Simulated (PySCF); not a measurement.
SMILES C=Cc1cccc(C)c1, GFN2-xTB optimised geometry.

```
19

C     -2.67    -1.92     0.00
C     -1.35    -1.73     0.00
C     -0.66    -0.45     0.00
C     -1.32     0.78     0.00
C     -0.60     1.96     0.00
C      0.79     1.94     0.00
C      1.47     0.73     0.00
C      2.97     0.71     0.02
C      0.74    -0.45     0.00
H     -3.38    -1.11     0.00
H     -3.09    -2.91     0.00
H     -0.70    -2.59     0.00
H     -2.39     0.82     0.00
H     -1.12     2.91     0.00
H      1.34     2.87     0.00
H      3.35    -0.26    -0.30
H      3.38     1.48    -0.63
H      3.33     0.89     1.03
H      1.26    -1.39     0.00
```

Density from PySCF with CAM-B3LYP/def2-SVP at that geometry.

Minimum of the electron density along straight lines between bonded atoms, close to the bond critical point (lines longer than 1.1 times the sum of covalent radii, or with two minima, are not listed):

| bond | length / Å | ρ at the minimum / e bohr⁻³ | ∇²ρ there / e bohr⁻⁵ | position (fraction from the first atom) |
|---|---|---|---|---|
| C1–C2 | 1.328 | ___ | ___ | 0.50 |
| C2–C3 | 1.458 | 0.277 | -0.70 | 0.50 |
| C3–C4 | 1.395 | 0.309 | -0.79 | 0.50 |
| C4–C5 | 1.381 | 0.316 | -0.82 | 0.50 |
| C5–C6 | 1.384 | 0.315 | -0.82 | 0.50 |
| C6–C7 | 1.390 | 0.312 | -0.80 | 0.50 |
| C7–C8 | 1.499 | 0.257 | ___ | 0.51 |
| C3–C9 | 1.396 | 0.310 | -0.79 | 0.50 |
| C7–C9 | 1.385 | 0.315 | -0.82 | 0.50 |
| C1–H10 | 1.076 | 0.284 | -1.10 | 0.64 |
| C1–H11 | 1.077 | 0.283 | -1.10 | 0.64 |
| C2–H12 | 1.084 | 0.283 | -1.08 | 0.63 |
| C4–H13 | 1.079 | 0.284 | -1.09 | 0.63 |
| C5–H14 | 1.081 | 0.284 | -1.09 | 0.63 |
| C6–H15 | 1.081 | 0.283 | -1.08 | 0.63 |
| C8–H16 | 1.087 | 0.277 | -1.03 | 0.63 |
| C8–H17 | 1.088 | 0.276 | -1.02 | 0.63 |
| C8–H18 | 1.091 | 0.274 | -1.01 | 0.63 |
| C9–H19 | 1.082 | 0.282 | -1.07 | 0.63 |

Task: What belongs in the gaps?

Result: 
- C1–C2, ρ at the minimum / e bohr⁻³: 0.345
- C1–C2, ∇²ρ there / e bohr⁻⁵: -0.93
- C7–C8, ∇²ρ there / e bohr⁻⁵: -0.62
